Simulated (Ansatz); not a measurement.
# Ligand exchange: Sn(CH3)(NH2) + InH2(SH) → Sn(CH3)(SH) + InH2(NH2)

Species: Sn(CH3)(NH2), singlet; InH2(SH), singlet; Sn(CH3)(SH), singlet; InH2(NH2), singlet. The partners trade NH2 for SH: Sn–NH2 and In–SH bonds give way to Sn–SH and In–NH2.

Shapes, held fixed at every level: PBE0-D4/def2-TZVP. Flexible molecules stand in one conformer, not always the lowest. Programs: Ansatz 0.2.0. The zero-point and thermal change to 298 K, harmonic and unscaled (PBE0-D4/def2-TZVP), is -0.4 kJ/mol.

Problem. Estimate ΔH(298 K) of this reaction.

Solution. The highest level, CCSD(T)/def2-TZVPP, gives ΔH(298 K) = +20.8 kJ/mol; the levels span +17.2 to +22.1. The column of differences is taken from that level and isn't an error. No measured value is set beside it here. For atoms past krypton def2 sets carry core potentials with scalar relativity. Correlated rows may include outer-core shells of In, Sn, which these sets cover unevenly.

```json
{"level": "SPW92/def2-TZVPP", "kind": "LDA", "ΔH(298 K) (kJ/mol)": "+17.5", "less CCSD(T)/def2-TZVPP": "-3.3"}
{"level": "PBE-D4/def2-TZVPP", "kind": "GGA", "ΔH(298 K) (kJ/mol)": "+17.2", "less CCSD(T)/def2-TZVPP": "-3.6"}
{"level": "r2SCAN-D4/def2-TZVPP", "kind": "meta-GGA", "ΔH(298 K) (kJ/mol)": "+20.5", "less CCSD(T)/def2-TZVPP": "-0.3"}
{"level": "B3LYP-D4/def2-TZVPP", "kind": "global hybrid", "ΔH(298 K) (kJ/mol)": "+17.8", "less CCSD(T)/def2-TZVPP": "-3.0"}
{"level": "CCSD(T)/def2-SVP", "kind": "coupled cluster or CI", "ΔH(298 K) (kJ/mol)": "+22.1", "less CCSD(T)/def2-TZVPP": "+1.3"}
{"level": "CCSD/def2-TZVPP", "kind": "coupled cluster or CI", "ΔH(298 K) (kJ/mol)": "+21.3", "less CCSD(T)/def2-TZVPP": "+0.5"}
{"level": "CCSD(T)/def2-TZVPP", "kind": "coupled cluster or CI", "ΔH(298 K) (kJ/mol)": "+20.8", "less CCSD(T)/def2-TZVPP": "0.0"}
```
